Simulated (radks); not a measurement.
Question: The mean radii <r> (bohr) of the occupied orbitals of an atom or ion are listed with their occupations. Calculated with a radial shooting solver on a logarithmic mesh with Libxc functionals: Dirac Kohn-Sham, PBE, spin-unpolarised, spherical densities, point nucleus.

| orbital | occ. | <r> |
|---|---|---|
| 1s1/2 | 2 | 0.01966 |
| 2s1/2 | 2 | 0.08274 |
| 2p1/2 | 2 | 0.06872 |
| 2p3/2 | 4 | 0.07622 |
| 3s1/2 | 2 | 0.2162 |
| 3p1/2 | 2 | 0.2061 |
| 3p3/2 | 4 | 0.2201 |
| 3d3/2 | 4 | 0.1935 |
| 3d5/2 | 6 | 0.1978 |
| 4s1/2 | 2 | 0.4878 |
| 4p1/2 | 2 | 0.4956 |
| 4p3/2 | 4 | 0.5280 |
| 4d3/2 | 4 | 0.5535 |
| 4d5/2 | 6 | 0.5650 |
| 5s1/2 | 2 | 1.209 |
| 5p1/2 | 2 | 1.367 |
| 5p3/2 | 4 | 1.484 |
| 4f5/2 | 6 | 0.7742 |
| 6s1/2 | 1 | 3.545 |
| 4f7/2 | 8 | 0.7973 |

Name the element and its charge. Open shells, if any, are shared by 2j + 1.

Answer: Z = 70, ytterbium, charge +1: Yb+ in [Xe] 4f14 6s1. The 1s radius gives Z: for a bare nucleus <r> = (2 gamma + 1)/(2Z) with gamma = sqrt(1 - (Z/c)^2), 0.01942 bohr for Z = 70, and screening makes it slightly larger (0.01966 here). The occupations add up to 69, and the charge is Z minus that.
